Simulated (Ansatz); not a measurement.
Ansatz (a first-principles code) input:

Ansatz 0.2 input:
```yaml
crystal:
  periodic: [false, false, false]
  atoms:
    - {symbol: Ca, position_ang: [-0.00000000, -0.00000000, -0.58396168]}
    - {symbol: F, position_ang: [0.00000000, 0.00000000, 1.29769263]}
basis:
  gaussian:
    orbitals: def2-TZVP
hamiltonian:
  xc: {name: wB97X-V}
total_charge: 1
relax: {f_tol: 0.003, max_steps: 100}
```

Which total energy does the run end on?

-777.19040 Eh (wB97X-V/def2-TZVP). The basis has 67 functions.
